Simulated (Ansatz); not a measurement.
`C[SiH2]C(F)F` + `CSS` → `C[SiH2]SSC` + `FCF`  (ligand exchange at the Si–C bond)

Calculated with Ansatz (gas phase, PBE0-D4/def2-TZVP geometries, no zero-point term in ΔE). CBS: MP2 limit from def2 TZ/QZ plus the TZ coupled-cluster correction, frozen cores. This one scheme is used for every species. DFT in def2-TZVPP. B3LYP here is the variant with VWN-RPA as its local correlation; programs differ in this. Each species was taken in one conformer, which may not be the lowest.

| level | ΔE (kJ/mol) | difference from CCSD(T)/CBS |
| --- | --- | --- |
| PBE-D4 | -92.5 | 4.5 |
| r2SCAN-D4 | -93.4 | 3.6 |
| PBE0-D4 | -97.5 | -0.5 |
| ωB97X-V | -89.6 | 7.4 |
| ωB97M-V | -90.6 | 6.4 |
| r2SCAN | -91.7 | 5.3 |
| PBE0 | -92.0 | 5.0 |
| B3LYP | -83.3 | 13.7 |
| HF/def2-TZVPP | -92.2 | 4.8 |
| MP2/def2-TZVPP | -105.7 | -8.7 |
| SCS-MP2/def2-TZVPP | -99.6 | -2.6 |
| MP2/def2-QZVPP | -106.2 | -9.2 |
| SCS-MP2/def2-QZVPP | -100.2 | -3.2 |
| HF/CBS(def2) | -91.7 | 5.3 |
| MP2/CBS(def2) | -106.8 | -9.8 |
| CCSD/CBS(def2) | -94.8 | 2.2 |
| CCSD(T)/CBS | -97.0 | 0 |

Largest T1 diagnostic among the species: 0.012.

The D4 term adds −9.6 kJ/mol with B3LYP and −5.4 kJ/mol with PBE0; it sums over pairs of atoms, weighted by their polarisabilities, and B3LYP, whose exchange is more repulsive, gets the larger term. From PBE to PBE0 (25 % exact exchange), in def2-TZVPP and without D4, ΔE moves by −5.4 kJ/mol.
